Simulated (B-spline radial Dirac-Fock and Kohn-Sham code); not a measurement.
Subshell cross sections of Tc, photon energy 312 eV

System: the Tc atom in the configuration 1s2 2s2 2p6 3s2 3p6 3d10 4s2 4p6 4d5 5s2.

Calculated with a radial finite-basis atomic code, using independent-particle photoionisation in a Dirac-Hartree-Slater potential with a Latter tail, all multipoles, thresholds from Dirac-Fock ΔSCF. The asymmetry parameter β is from the dipole term alone. Kinetic energies are from the vacuum level. Open shells are spread statistically over j, without multiplet splitting.

```
subshell  electrons  binding (eV)  kinetic (eV)  σ (kb)     β
   3d3/2          4         268.9         43.11    1550  0.38
   3d5/2          6         265.2         46.75    2460  0.33
      4s          2         86.20         225.8    85.5  1.99
   4p1/2          2         55.01         257.0    73.4  1.34
   4p3/2          4         52.09         259.9     160  1.33
   4d3/2          2         10.38         301.6    78.2  1.03
   4d5/2          3         10.10         301.9     116  1.06
      5s          2          6.39         305.6    7.88  1.99
```

Branching ratios of the spin-orbit partners (statistical value in brackets): 3d 1.59 (1.50), 4p 2.18 (2.00), 4d 1.48 (1.50).

Run: 8.2 s of CPU time on 1 thread of Neoverse-N1 (shared host), peak memory 0.43 GiB.
